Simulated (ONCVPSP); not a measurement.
Which setting gave this result? (selenium (Se), ONCV)

Base potential:

ONCVPSP 4.0.1 input, shortened (lines: element, Z, core and valence counts, functional; n l f; lmax; l rc ep ncon nbas qcut; lloc lpopt rc5 dvloc0; l nproj debl; icmod fcfact rcfact), PBEsol, scalar-relativistic:

```
  Se 34.00    3    5  -116133      upf
    1    0    2.00
    2    0    2.00
    2    1    6.00
    3    0    2.00
    3    1    6.00
    3    2   10.00
    4    0    2.00
    4    1    2.00
    3
    0    1.10    0.00    3    7   10.60
    1    1.00    0.00    4    7   13.60
    2    0.90    0.00    4    8   17.50
    3    1.00    0.33    4    7   11.50
    4    3    0.60    6.00
    0    2    1.20
    1    2    2.00
    2    1    2.50
    3    3    1.40
    3    2.50    1.75
```

Cutoffs, loose and tight: the cutoffs (Ha) at which the residual kinetic energy of the hardest occupied pseudo-wave falls to 1 and 0.1 mHa per electron. They do not see the model core or the augmentation charge, which bear on the density cutoff. Test errors are all-electron minus pseudo excitation energies from the reference, over the configurations 3s2 3p6 3d10 4s2 4p4; 3s2 3p6 3d10 4s2 4p3; 3s2 3p6 3d10 4s2 4p1; 3s2 3p6 3d9 4s2 4p4; variants that change the core or the reference have their own tests.

Only the scale of all radii but the core radius (base = 1) is moved:

```
scale of all radii but the core radius (base = 1)  cutoff, loose  cutoff, tight  bound ghosts  largest test error (meV)
                                             0.78         209 Ha         476 Ha             f                       +30
                                             0.86         142 Ha         254 Ha             f                       +47
                                             0.93         134 Ha         149 Ha             f                       +63
                                             0.96         129 Ha         142 Ha             f                       +76
                                             1.11         116 Ha         129 Ha             f                      +124
                                             1.18         111 Ha         124 Ha             f                      +149
                                             1.24         105 Ha         118 Ha          none                      +180
                                             1.31          99 Ha         112 Ha          none                      +226
```

One more run gave cutoff, loose: 120 Ha; cutoff, tight: 133 Ha; bound ghosts: none; largest test error (meV): +106. Which value of the scale of all radii but the core radius (base = 1) was used?

1.06. The loose cutoff moves one way along this sweep, from 209 Ha at 0.78 to 99 Ha at 1.31, which places the run between 0.96 and 1.11.
